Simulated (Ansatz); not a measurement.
Hf₄, relaxed as a singlet with RKS PBE-D4/def2-SVP in Ansatz, starting from the GFN2-xTB geometry. Force threshold 0.02 eV/Å.

In the def2 sets Hf takes a core potential; there is no spin–orbit coupling. The restricted singlet is unstable towards broken spin symmetry at other levels; at PBE-D4/def2-SVP this wasn't settled. The relaxation made no stability test and no search for a lower SCF solution. At PBE0-D4/def2-TZVP a quintet of charge 0 lies 0.33 eV below the restricted singlet, each at its own geometry. That quintet is doubtful there (⟨S²⟩ 6.40, where a pure state has 6.00). The structure comes from a short search, and lower isomers may exist.

Start:

```xyz
4

Hf   -0.015   -1.825    0.959
Hf   -0.062   -0.164   -2.052
Hf    1.473    0.667    0.348
Hf   -1.396    1.322    0.745
```

```csv
step,energy (eV),largest force component (eV/Å),SCF passes
1,-5219.5402,2.110,116
2,-5221.0058,1.713,41
3,-5221.5906,0.778,38
4,-5221.6376,0.070,33
5,-5221.6383,0.010,24
```

Force components are those of the run's own axes.

End:

```xyz
4

Hf   -0.1229   -1.5275    0.7517
Hf   -0.1577   -0.1831   -1.6897
Hf    1.5197    0.6898    0.3582
Hf   -1.2391    1.0208    0.5798
```

By distances, no bond broke or formed. The bond that changes most is Hf1–Hf4, from 3.44 to 2.79 Å (atoms count from 1).

No frequencies were taken in this run, so the end may be a saddle point.

Run time 15 s (4 threads of Arm Neoverse V1 on a shared host).
